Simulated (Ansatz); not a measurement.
Two isomers of C3H6O2Si: A = `C=C(O)[SiH2]C=O`, B = `C=C1C[SiH](O)O1`.

Calculated with Ansatz (gas phase, PBE0-D4/def2-TZVP geometries, no zero-point term in ΔE). CBS: MP2 limit from def2 TZ/QZ plus the TZ coupled-cluster correction, frozen cores. Functionals use def2-TZVPP. B3LYP here is the variant with VWN-RPA as its local correlation; programs differ in this. Each species was taken in one conformer, which may not be the lowest.

Question: Which isomer does CCSD(T)/CBS put lower? Give the gap. (Best estimate.)

Answer: The calculation gave: B, by 304.6 kJ/mol.

Question: Give E(B) − E(A) in kJ/mol with CCSD/def2-TZVPP, B2PLYP, CCSD(T)/def2-TZVPP, MP2/def2-TZVPP, B3LYP-D4, PBE-D4, PBE0-D4. (Best estimate.)

Answer: The calculation gave: CCSD/def2-TZVPP -301.8, B2PLYP -293.9, CCSD(T)/def2-TZVPP -298.9, MP2/def2-TZVPP -319.5, B3LYP-D4 -282.4, PBE-D4 -279.0, PBE0-D4 -300.6. None reverses the order clearly.

Largest T1 diagnostic: 0.015.

In def2-TZVPP, CCSD(T) changes the Hartree–Fock value by −8.8 kJ/mol (the triples alone add +2.9 kJ/mol) and MP2 by −29.4 kJ/mol. From PBE to PBE0 (25 % exact exchange), in def2-TZVPP and without D4, E(B) − E(A) moves by −21.9 kJ/mol.
